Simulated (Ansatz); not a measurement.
Cost and result for the atomization energy of `FC[SiH](F)[SiH3]` (11 atoms, 10 bonds).

```tsv
atom	x (Å)	y (Å)	z (Å)
F1	1.3111	0.0555	1.8107
C2	0.6680	-1.0303	1.2193
Si3	0.3003	-0.5816	-0.5840
F4	-0.5689	-1.7925	-1.1892
Si5	-0.8987	1.4275	-0.7255
H6	1.3210	-1.9048	1.3036
H7	-0.2489	-1.2370	1.7806
H8	1.5742	-0.5164	-1.3477
H9	-0.0295	2.5495	-0.2845
H10	-1.3265	1.6641	-2.1298
H11	-2.1020	1.3659	0.1466
```

The species carries charge 0 and has multiplicity 1. All single points use the PBE0-D4/def2-TZVP geometry. It is one conformer, not always the lowest. Program: Ansatz. All runs use 4 threads of an Intel Xeon on a shared host. Times are those of one run each, without the atoms' runs, and a repeat can differ threefold. Electronic energies, without spin–orbit coupling; frozen cores. CCSD(T)/CBS adds CCSD(T) − MP2 in def2-TZVPP to the MP2 limit, and its time is that of the two runs behind it. T1 = 0.012. B3LYP takes the VWN-RPA correlation (the form of Gaussian; ORCA's B3LYP/G). HSE06 is the plane-wave form, built on full-range PBE exchange.

CCSD(T)/CBS is a level of theory with its own doubt, some kJ/mol a heavy atom from the limit and from the frozen cores, so smaller differences don't rank the functionals.

```
                             level  functions  wall time
              revPBE-D4/def2-TZVPP        261      2.1 s
                BLYP-D4/def2-TZVPP        261      2.1 s
               HSE06-D4/def2-TZVPP        261      3.6 s
           CAM-B3LYP-D4/def2-TZVPP        261      3.9 s
r2SCAN-D4/def2-TZVPP (with forces)        261      4.3 s
             r2SCANh-D4/def2-TZVPP        261      4.8 s
                  CCSD(T)/def2-SVP        108      4.8 s
 B3LYP-D4/def2-TZVPP (with forces)        261      4.9 s
                ωB97X-V/def2-TZVPP        261        8 s
  ωB97M-V/def2-TZVPP (with forces)        261       11 s
                    MP2/def2-QZVPP        491       21 s
                CCSD(T)/def2-TZVPP        261      110 s
                 CCSD(T)/CBS(def2)          –    2.2 min
```

Question: What atomization energy does each give, and how far from CCSD(T)/CBS? (An estimate is asked.)

Answer: Ansatz gave: 
```
                             level  atomization (kcal/mol)  difference from CCSD(T)/CBS  per bond
              revPBE-D4/def2-TZVPP                   879.9                        -16.3      -1.6
                BLYP-D4/def2-TZVPP                   888.9                         -7.3      -0.7
               HSE06-D4/def2-TZVPP                   887.2                         -9.0      -0.9
           CAM-B3LYP-D4/def2-TZVPP                   898.6                          2.4       0.2
r2SCAN-D4/def2-TZVPP (with forces)                   894.8                         -1.4      -0.1
             r2SCANh-D4/def2-TZVPP                   889.2                         -7.0      -0.7
                  CCSD(T)/def2-SVP                   834.5                        -61.7      -6.2
 B3LYP-D4/def2-TZVPP (with forces)                   892.1                         -4.1      -0.4
                ωB97X-V/def2-TZVPP                   900.4                          4.2       0.4
  ωB97M-V/def2-TZVPP (with forces)                   894.9                         -1.3      -0.1
                    MP2/def2-QZVPP                   896.1                         -0.1       0.0
                CCSD(T)/def2-TZVPP                   871.9                        -24.3      -2.4
                 CCSD(T)/CBS(def2)                   896.2                          0.0       0.0
```

From BLYP to BHLYP (50 % exact exchange), in def2-TZVPP and without D4, the atomization energy moves by −13.0 kcal/mol: exact exchange takes away binding that semilocal exchange gives to molecules. The D4 term adds +8.4 kcal/mol with B3LYP and +4.4 kcal/mol with PBE0; it sums over pairs of atoms, weighted by their polarisabilities, and B3LYP, whose exchange is more repulsive, gets the larger term. At CCSD(T), def2-SVP lies −61.7 kcal/mol from the extrapolated value and def2-TZVPP −24.3 kcal/mol: correlation converges slowly with the basis, and small sets miss more of it in the bonded molecule than in its fragments.
